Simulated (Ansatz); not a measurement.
A run for Ansatz (an electronic-structure program): U-BHLYP/def2-TZVPP on Ni2, 2S+1 = 3, a spin state set in the input, which need not be the lowest, a point of a bond scan (R = 2.298 Å).

Ansatz 0.2 input:
```yaml
crystal:
  periodic: [false, false, false]
  atoms:
    - {symbol: Ni, position_ang: [0.00000000, 0.00000000, 0.00000000]}
    - {symbol: Ni, position_ang: [0.00000000, 0.00000000, 2.29824300]}
basis:
  gaussian:
    orbitals: def2-TZVPP
    pivot_positions_ang: [[0.00000000, 0.00000000, 0.00000000], [0.00000000, 0.00000000, 2.29824300]]
hamiltonian:
  xc: {name: BHLYP}
magnetization: {spin_polarized: true, initial_magnetization: 2}
output: {forces: true, orbitals: {seedname: ./end}}
```

The head of its log:

```
WARN ansatz: RAYON_NUM_THREADS=1 ignored (pool sized by the plan → 1); use --threads N
Functional definition: BHLYP
integrals: 0.08 GiB planned
1012 factors; integrals over basis functions are off by at most 3.5e-4 eV
mean field: 0.90 GiB planned
mean field evaluation 1: about -82064.9884 eV, gradient 9.2e1 eV
mean field evaluation 2: about -81475.3797 eV, gradient 4.8e2 eV
```

### Question
What total energy does the run end on?

### Answer
-3016.5126 hartree.
